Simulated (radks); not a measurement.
Results of a calculation; reference values are marked as such.
Fractional charge and spin in the 3d shell of manganese: the spin-up occupation runs from 2 to 3 and the spin-down occupation from 1 to 2; the fullest corner is Mn+, [Ar] 4s(up 0.5, down 0.5) 3d(up 3, down 2). Level of theory: non-relativistic Kohn-Sham, r2SCAN, spin-polarised, spherical densities, point nucleus; meta-GGA in the generalised Kohn-Sham scheme (a radial shooting solver on a logarithmic mesh with Libxc functionals). Energy (eV) above the fullest corner. The planes named below are the two flat planes that join the four corners, with an edge along up + down = one added electron.

\begin{tabular}{lrrr}
down \ up & 2 & 2.5 & 3 \\ \hline
1 & 61.792 & 39.390 & 21.419 \\
1.5 & 40.145 & 22.481 & 8.903 \\
2 & 22.834 & 9.564 & 0.000 \\
\end{tabular}

Corners above the fullest one (they belong to Mn2+ and the next ion): (up 3, down 1) 21.419 eV, (up 2, down 2) 22.834 eV, (up 2, down 1) 61.792 eV. With half an added electron in each spin the energy lies 0.354 eV from the planes, and with half an added electron in spin up alone -2.215 eV. The planes are only a guide here: the flat-plane condition holds for ground states with one frontier orbital, while this shell lies below other occupied shells, so the corners above the fullest one are inner-hole states and not the ground states of those ions.
